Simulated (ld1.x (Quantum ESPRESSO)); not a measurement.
lead, TM: configuration errors across variants

```json
{
 "Element": "Pb (Z = 82)",
 "Generator": "ld1.x (Quantum ESPRESSO) 7.5",
 "Type": "norm-conserving Troullier–Martins (Kleinman–Bylander form)",
 "Functional": "LDA (PZ)",
 "Relativity": "scalar-relativistic",
 "Frozen core": "[Xe] 4f14",
 "Valence charge": "14",
 "Reference configuration": "5d10 6s2 6p2",
 "Partial waves": "6s (bound): rc 1.50 bohr; 6p (bound): rc 2.60 bohr; 5d (bound): rc 1.35 bohr",
 "Local potential": "the d channel",
 "Core correction": "none"
}
```

All-electron excitation energies from the reference (eV): (1) 5d10 6s2 6p1 6.833; (2) 5d10 6s2 6p0 20.595; (3) 5d10 6s1 6p0 53.472; (4) 5d10 6s0 6p0 96.666; (5) 5d10 6s0 6p4 18.035; (6) 5d10 6s1 6p2 16.431; (7) 5d10 6s2 6p2 spin -0.452; (8) 5d10 6s2 6p1 spin 6.687.

Spin tests fill each open shell by Hund’s rule, majority spin first.

Tests that are not counted but printed errors over 1 eV. “base”: 5d9 6s2 6p3 (solver errors, printed error -1316 eV). “wave 6p (bound): rc 2.60 bohr becomes 6p (bound): rc 2.66 bohr”: 5d9 6s2 6p3 (solver errors, printed error -1316 eV). “wave 5d (bound): rc 1.35 bohr becomes 5d (bound): rc 1.30 bohr”: 5d9 6s2 6p3 (solver errors, printed error -1317 eV). “core correction a·sin(br)/r model core inside 1.08 bohr”: 5d9 6s2 6p3 (solver errors, printed error -1483 eV). “wave 6s (bound): rc 1.50 bohr becomes 6s (bound): rc 1.84 bohr”: 5d9 6s2 6p3 (solver errors, printed error -1309 eV).

1 further variants failed, have other tests or too few solved ones, and are left out.

A true bound ghost makes a file unfit for plane-wave use even where its test errors are small: the radial tests pick states by their node count and pass the ghost by. Where a test does run into it, the solver fails or the error is huge.

Errors AE − PS in meV (a dash: test not solved or not reliable):

```csv
change,(1),(2),(3),(4),(5),(6),(7),(8),bound ghosts
base,-5.0,-16,-1.8,+76,+0.4,-5.8,+5.4,-2.4,"s, p"
wave 6p (bound): rc 2.60 bohr becomes 6p (bound): rc 2.66 bohr,-5.0,-16,-2.7,+74,+1.2,-5.8,+5.1,-2.5,"s, p"
wave 5d (bound): rc 1.35 bohr becomes 5d (bound): rc 1.30 bohr,-5.1,-16,-2.2,+76,-0.4,-6.4,+5.3,-2.5,"s, p"
core correction a·sin(br)/r model core inside 1.08 bohr,-5.7,-21,-38,-65,-56,-19,+2.2,-4.4,"s, p"
wave 6s (bound): rc 1.50 bohr becomes 6s (bound): rc 1.84 bohr,-4.4,-11,-8.7,+11,-21,-11,+5.6,-1.7,"s, p"
"all radii scaled by about 1.05 (s 1.58, p 2.74, d 1.42 bohr)",-4.7,-14,-9.5,+27,-13,-8.0,+4.6,-2.5,"s, p"
wave 6s (bound): rc 1.50 bohr becomes 6s (bound): rc 2.28 bohr,-4.4,-11,-8.7,+7.0,-25,-12,+5.6,-1.8,"s, p"
```

Give the same row for: local potential the s channel.

-2.8, -9.9, +18, +66, +15, +6.6, +6.4, -0.4; bound ghosts: none.
